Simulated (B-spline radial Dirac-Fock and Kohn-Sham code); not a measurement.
# Relativistic shifts of the levels of Sb⁴⁵⁺

System: Sb⁴⁵⁺, configuration 1s2 2s2 2p2.

Both columns are ΔSCF binding energies of the configuration average from a radial B-spline solver: non-relativistic Hartree-Fock with a point nucleus, and Dirac-Fock with a finite nucleus and the Coulomb interaction alone, averaged over the two j levels with weights 2j+1.

```tsv
shell	Hartree-Fock (eV)	Dirac-Fock (eV)	shift (eV)	shift (%)
1s	33365.8	34575.3	+1209.54	+3.63
2s	7708.1	8057.3	+349.25	+4.53
2p	7583.2	7722.7	+139.48	+1.84
```

Relativity binds 1s, 2s, 2p more strongly, among those listed most of all 2s in relative terms.

Values without a named source are computed, but for edge energies of neutral atoms, which are taken from tables.
